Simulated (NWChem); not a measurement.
Program: NWChem. System: CH2F, charge 0, spin multiplicity 2, at a geometry optimised with UB3LYP/def2-SVP. The structure started from a generated list of species. Its SCF solution wasn't tested for a lower state. Level: UCCSD(T)/def2-SVP, 2 core orbitals frozen.

The NWChem input:

```
start mol
memory heap 100 mb stack 700 mb global 1900 mb
geometry units angstroms nocenter noautoz
  C     -0.642805     0.100451     0.000000
  F      0.680677    -0.053319     0.000000
  H     -1.134634    -0.061418     0.963448
  H     -1.134634    -0.061418    -0.963448
  symmetry group Cs
end
basis spherical
  * library def2-svp
end
scf
  uhf
  nopen 1
  maxiter 100
  thresh 1e-7
  semidirect memsize 60000000 filesize 0
  # guess.movecs holds the orbitals of an unrestricted PBE0 run
  vectors input guess.movecs output mol.movecs
end
tce
  freeze core 2
  ccsd(t)
  thresh 1e-6
  maxiter 100
  tilesize 24
end
task tce energy
```

Part of the output:

```
             Northwest Computational Chemistry Package (NWChem) 7.3.0
             --------------------------------------------------------

                                NWChem Input Module
                                -------------------

 Scaling coordinates for geometry "geometry" by  1.889725989
 (inverse scale =  0.529177249)

 Turning off AUTOSYM since
 SYMMETRY directive was detected!

                             Geometry "geometry" -> ""
                             -------------------------

 Output coordinates in angstroms (scale by  1.889725989 to convert to a.u.)

  No.       Tag          Charge          X              Y              Z
 ---- ---------------- ---------- -------------- -------------- --------------
    1 C                    6.0000    -0.64280500     0.10045100     0.00000000
    2 F                    9.0000     0.68067700    -0.05331900     0.00000000
    3 H                    1.0000    -1.13463400    -0.06141800     0.96344800
    4 H                    1.0000    -1.13463400    -0.06141800    -0.96344800

 Effective nuclear repulsion energy (a.u.)      32.1620771779

            Nuclear Dipole moment (a.u.)
            ----------------------------
        X                 Y               Z
 ---------------- ---------------- ----------------
    -0.0000094486    -0.0000018897     0.0000000000

      Symmetry information
      --------------------

 Group name             Cs
 Group number              2
 Group order               2
 No. of unique centers     3

      Symmetry unique atoms

     1    2    3


 Summary of "ao basis" -> "" (spherical)
 ------------------------------------------------------------------------------
       Tag                 Description            Shells   Functions and Types
 ---------------- ------------------------------  ------  ---------------------
 *                          def2-svp                  on all atoms

 Summary of "ao basis" -> "ao basis" (spherical)
 ------------------------------------------------------------------------------
       Tag                 Description            Shells   Functions and Types
 ---------------- ------------------------------  ------  ---------------------
 C                          def2-svp                 6       14   3s2p1d
 F                          def2-svp                 6       14   3s2p1d
 H                          def2-svp                 3        5   2s1p

                                 NWChem SCF Module
                                 -----------------

  ao basis        = "ao basis"
  functions       =    38
  atoms           =     4
  alpha electrons =     9
  beta  electrons =     8
  charge          =   0.00
  wavefunction    = UHF
  use symmetry    = T
  symmetry adapt  = T

 Summary of "ao basis" -> "ao basis" (spherical)
 ------------------------------------------------------------------------------
       Tag                 Description            Shells   Functions and Types
 ---------------- ------------------------------  ------  ---------------------
 C                          def2-svp                 6       14   3s2p1d
 F                          def2-svp                 6       14   3s2p1d
 H                          def2-svp                 3        5   2s1p

      Symmetry analysis of basis
      --------------------------

        a'         25
        a"         13

 Forming initial guess at       0.0s

   Symmetry analysis of molecular orbitals - initial alpha
   -------------------------------------------------------

  Numbering of irreducible representations:

     1 a'          2 a"

  Orbital symmetries:

     1 a'          2 a'          3 a'          4 a'          5 a'
     6 a"          7 a'          8 a"          9 a'         10 a'
    11 a'         12 a"         13 a'         14 a'         15 a'
    16 a"         17 a'         18 a"         19 a'

   Symmetry analysis of molecular orbitals - initial beta
   ------------------------------------------------------

  Numbering of irreducible representations:

     1 a'          2 a"

  Orbital symmetries:

     1 a'          2 a'          3 a'          4 a'          5 a"
     6 a'          7 a'          8 a"          9 a'         10 a'
    11 a"         12 a'         13 a'         14 a'         15 a'
    16 a"         17 a'         18 a"         19 a'

 Starting SCF solution at       0.0s

 ----------------------------------------------
         Quadratically convergent UHF

 Convergence threshold     :          1.000E-07
 Maximum no. of iterations :          100
 Integral*density screening:          1.000E-09
 ----------------------------------------------

              iter       energy          gnorm     gmax       time
             ----- ------------------- --------- --------- --------
                 1     -138.2864208902  3.02D-01  7.78D-02      0.1
                 2     -138.2957336371  2.70D-02  1.64D-02      0.1
                 3     -138.2960324232  6.28D-04  2.05D-04      0.2
                 4     -138.2960325380  2.56D-07  9.17D-08      0.2
                 5     -138.2960325380  3.32D-09  8.77D-10      0.3

       Final UHF  results
       ------------------

         Total SCF energy =   -138.296032538030
      One electron energy =   -255.029750479823
      Two electron energy =     84.571640763921
 Nuclear repulsion energy =     32.162077177873

                       Sz =      0.5000
                 Sz(Sz+1) =      0.7500
                      S^2 =      0.7605

        Time for solution =      0.2s

       Symmetry analysis of molecular orbitals - alpha
       -----------------------------------------------
[...]
  ----- ------------  ---------------      ----- ------------  ---------------
    18      0.433442  2 F  px                 4      0.333167  1 C  px
    21     -0.282481  2 F  px                29     -0.202844  3 H  s
    34     -0.202844  4 H  s                 19     -0.150545  2 F  py

 Vector    7  Occ=1.000000D+00  E=-6.452411D-01  Symmetry=a'
              MO Center=  5.7D-01, -1.7D-02, -3.5D-20, r^2= 6.1D-01
   Bfn.  Coefficient  Atom+Function         Bfn.  Coefficient  Atom+Function
  ----- ------------  ---------------      ----- ------------  ---------------
    19      0.615573  2 F  py                22     -0.445526  2 F  py

 Vector    8  Occ=1.000000D+00  E=-5.442273D-01  Symmetry=a"
              MO Center= -4.4D-01, -1.6D-02, -2.3D-13, r^2= 1.6D+00
   Bfn.  Coefficient  Atom+Function         Bfn.  Coefficient  Atom+Function
  ----- ------------  ---------------      ----- ------------  ---------------
    20      0.411796  2 F  pz                 6      0.339166  1 C  pz
    29      0.315572  3 H  s                 34     -0.315572  4 H  s
    23     -0.310492  2 F  pz

 Vector    9  Occ=0.000000D+00  E= 1.459576D-01  Symmetry=a'
              MO Center= -6.6D-01,  2.6D-01, -5.6D-18, r^2= 1.6D+00
   Bfn.  Coefficient  Atom+Function         Bfn.  Coefficient  Atom+Function
  ----- ------------  ---------------      ----- ------------  ---------------
     8      0.707546  1 C  py                 5      0.394140  1 C  py
     3      0.378505  1 C  s                 22     -0.249760  2 F  py
    19      0.205050  2 F  py                30     -0.169783  3 H  s
    35     -0.169783  4 H  s

 Vector   10  Occ=0.000000D+00  E= 2.108350D-01  Symmetry=a'
              MO Center= -1.3D+00, -1.0D-01,  1.3D-12, r^2= 4.1D+00
   Bfn.  Coefficient  Atom+Function         Bfn.  Coefficient  Atom+Function
  ----- ------------  ---------------      ----- ------------  ---------------
     3      2.237651  1 C  s                 30     -1.630549  3 H  s
    35     -1.630549  4 H  s                  7     -0.633716  1 C  px
     8     -0.297436  1 C  py                 2      0.191677  1 C  s

 Vector   11  Occ=0.000000D+00  E= 2.615581D-01  Symmetry=a"
              MO Center= -1.4D+00, -1.6D-01, -1.4D-12, r^2= 4.2D+00
   Bfn.  Coefficient  Atom+Function         Bfn.  Coefficient  Atom+Function
  ----- ------------  ---------------      ----- ------------  ---------------
    30      1.866556  3 H  s                 35     -1.866556  4 H  s
     9     -1.393869  1 C  pz                 6     -0.323944  1 C  pz
    23      0.165457  2 F  pz

 center of mass
 --------------
 x =   0.16777569 y =   0.00392891 z =   0.00000000

 moments of inertia (a.u.)
 ------------------
           7.333349439150           4.749456981470           0.000000000000
           4.749456981470          64.159300132574           0.000000000000
           0.000000000000           0.000000000000          58.129791703000

  Mulliken analysis of the total density
  --------------------------------------

    Atom       Charge   Shell Charges
 -----------   ------   -------------------------------------------------------
    1 C    6     5.80   1.99  0.86  0.29  1.86  0.72  0.07
    2 F    9     9.33   1.99  1.12  0.81  3.34  2.06  0.01
    3 H    1     0.94   0.75  0.16  0.03
    4 H    1     0.94   0.75  0.16  0.03

  Mulliken analysis of the alpha density
  --------------------------------------

    Atom       Charge   Shell Charges
 -----------   ------   -------------------------------------------------------
    1 C    6     3.47   0.99  0.47  0.19  1.24  0.54  0.03
    2 F    9     4.67   1.00  0.56  0.40  1.70  1.01  0.00
    3 H    1     0.43   0.35  0.06  0.02
    4 H    1     0.43   0.35  0.06  0.02

   Mulliken analysis of the beta density
   -------------------------------------

    Atom       Charge   Shell Charges
 -----------   ------   -------------------------------------------------------
    1 C    6     2.32   0.99  0.39  0.10  0.62  0.18  0.04
    2 F    9     4.65   1.00  0.56  0.41  1.64  1.05  0.00
    3 H    1     0.51   0.40  0.10  0.01
    4 H    1     0.51   0.40  0.10  0.01

   Mulliken analysis of the spin density
   -------------------------------------

    Atom       Charge   Shell Charges
 -----------   ------   -------------------------------------------------------
    1 C    6     1.15   0.00  0.08  0.09  0.62  0.37 -0.00
    2 F    9     0.02   0.00  0.01 -0.01  0.06 -0.04  0.00
    3 H    1    -0.08  -0.05 -0.04  0.01
    4 H    1    -0.08  -0.05 -0.04  0.01

       Multipole analysis of the density wrt the origin
       ------------------------------------------------

     L   x y z        total         alpha         beta         nuclear
     -   - - -        -----         -----         ----         -------
     0   0 0 0     -0.000000     -9.000000     -8.000000     17.000000

     1   1 0 0     -0.681767      0.211350     -0.893107     -0.000009
     1   0 1 0     -0.061052     -0.283022      0.221971     -0.000002
     1   0 0 1     -0.000000      0.000000     -0.000000      0.000000

     2   2 0 0     -8.414015    -21.701331    -19.651712     32.939029
     2   1 1 0      0.209410      1.436135      0.825514     -2.052240
     2   1 0 1      0.000000     -0.000000      0.000000      0.000000
     2   0 2 0     -9.017232     -5.785464     -3.566281      0.334512
     2   0 1 1      0.000000      0.000000      0.000000      0.000000
     2   0 0 2     -7.758965     -7.347752     -7.040766      6.629553

                   NWChem Extensible Many-Electron Theory Module
                   ---------------------------------------------


            General Information
            -------------------
      Number of processors :     1
         Wavefunction type : Unrestricted Hartree-Fock
          No. of electrons :    17
           Alpha electrons :     9
            Beta electrons :     8
           No. of orbitals :    76
            Alpha orbitals :    38
             Beta orbitals :    38
        Alpha frozen cores :     2
         Beta frozen cores :     2
     Alpha frozen virtuals :     0
      Beta frozen virtuals :     0
         Spin multiplicity : doublet
    Number of AO functions :    38
       Number of AO shells :    18
        Use of symmetry is : on
      Symmetry adaption is : on
         Schwarz screening : 0.10D-09

          Correlation Information
          -----------------------
          Calculation type : Coupled-cluster singles & doubles w/ perturbation
   Perturbative correction : (T)
            Max iterations :      100
        Residual threshold : 0.10D-05
     T(0) DIIS level shift : 0.00D+00
     L(0) DIIS level shift : 0.00D+00
     T(1) DIIS level shift : 0.00D+00
     L(1) DIIS level shift : 0.00D+00
     T(R) DIIS level shift : 0.00D+00
     T(I) DIIS level shift : 0.00D+00
   CC-T/L Amplitude update :  5-th order DIIS
                I/O scheme : Global Array Library
        L-threshold :  0.10D-05
        EOM-threshold :  0.10D-05
 no EOMCCSD initial starts read in
 TCE RESTART OPTIONS
 SLICE:      F
 D4D5:       F
 quantumc:   F
 qrotation:  F
 pwtce:      F
 qducc:      F
 nacto:                         0
 nrotv:                         0
 nrot:                          0

            Memory Information
            ------------------
          Available GA space size is     249033912 doubles
          Available MA space size is     104855428 doubles

 Maximum block size supplied by input
 Maximum block size        24 doubles

 tile_dim =     19

 -------------------------------------------------
   1    alpha     a'     5 doubles       0       1
   2    alpha     a"     2 doubles       5       2
   3    beta      a'     4 doubles       7       3
   4    beta      a"     2 doubles      11       4
   5    alpha     a'    18 doubles      13       5
   6    alpha     a"    11 doubles      31       6
   7    beta      a'    19 doubles      42       7
   8    beta      a"    11 doubles      61       8

 Global array virtual files algorithm will be used

 Parallel file system coherency ......... OK


 half-transformed integrals in memory

 2-e (intermediate) file size =         4447520
 2-e (intermediate) file name = ./mol.v2i

 2-e integrals stored in memory



CCSD iterations
 ---------------------------------------------------------
 Iter          Residuum       Correlation     Cpu    Wall
 ---------------------------------------------------------
    1   0.1457919229034  -0.3017469772550     0.0     0.0
    2   0.0393680177184  -0.3145238427202     0.0     0.0
    3   0.0154915794992  -0.3196724894287     0.0     0.0
    4   0.0076099817668  -0.3209373278937     0.0     0.0
    5   0.0041239424015  -0.3215063508957     0.0     0.0
    6   0.0013938920205  -0.3218867380774     0.0     0.0
    7   0.0007691082965  -0.3219585387107     0.0     0.0
    8   0.0004242791788  -0.3219808915514     0.0     0.0
    9   0.0002828530593  -0.3219824890036     0.0     0.0
   10   0.0001768118193  -0.3219894272574     0.0     0.0
   11   0.0000285445614  -0.3219966216683     0.0     0.0
   12   0.0000109379424  -0.3219995229953     0.0     0.0
   13   0.0000063784455  -0.3219999285131     0.0     0.0
   14   0.0000035730133  -0.3220001301383     0.0     0.0
   15   0.0000023268580  -0.3220001705247     0.0     0.0
   16   0.0000005837769  -0.3220002118937     0.0     0.0
 -----------------------------------------------------------------
 Iterations converged
 CCSD correlation energy / hartree =        -0.322000211893731
 CCSD total energy / hartree       =      -138.618032749923401

 Singles contributions

 Doubles contributions
 CCSD(T)
 Using plain CCSD(T) code
             total no. of tasks           52
 total no. of tasks / no. procs           52
                         wl_min        10648           4.7
                         wl_max       729000           9.5
        thresh for no. of tasks           52

 CCSD[T]  correction energy / hartree =        -0.006536943878213
 CCSD[T] correlation energy / hartree =        -0.328537155771944
 CCSD[T] total energy / hartree       =      -138.624569693801618
 CCSD(T)  correction energy / hartree =        -0.005742288544498
 CCSD(T) correlation energy / hartree =        -0.327742500438228
 CCSD(T) total energy / hartree       =      -138.623775038467898

 Task  times  cpu:        2.4s     wall:        2.4s

 Total times  cpu:        2.4s     wall:        2.4s
```
